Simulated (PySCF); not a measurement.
Ligands exchanged one at a time, Ga OH-SiH3. All species are isolated molecules in the gas phase. One relaxed conformer stands for each flexible species; it need not be the lowest. Strings in code marks are SMILES.

These are TPSSh-D3(BJ)/def2-TZVP // PBE0-D3(BJ)/def2-TZVP (PySCF 2.14.0) values and carry that method's errors. Excitations are Tamm–Dancoff values on a coarser integration grid. The basis has no diffuse functions, so Rydberg states are missing or too high.

```json
[
 {"species": "0 of 3 OH replaced by SiH3", "S1 oscillator strength": "0.000", "T1 excitation (TDA) (eV)": "5.76", "LUMO (eV)": "-1.26", "HOMO–LUMO gap (eV)": "6.73"},
 {"species": "1 of 3 OH replaced by SiH3 (`[SiH3][Ga]([OH])[OH]` (H–O–Ga–Si torsion -179°, Si–Ga–O–H torsion -1°))", "S1 oscillator strength": "0.029", "T1 excitation (TDA) (eV)": "4.98", "LUMO (eV)": "-1.42", "HOMO–LUMO gap (eV)": "6.14"},
 {"species": "2 of 3 OH replaced by SiH3", "S1 oscillator strength": "0.000", "T1 excitation (TDA) (eV)": "3.45", "LUMO (eV)": "-2.24", "HOMO–LUMO gap (eV)": "4.45"},
 {"species": "3 of 3 OH replaced by SiH3 (`[SiH3][Ga]([SiH3])[SiH3]`)", "S1 oscillator strength": "0.000", "T1 excitation (TDA) (eV)": "2.84", "LUMO (eV)": "-2.96", "HOMO–LUMO gap (eV)": "3.81"}
]
```
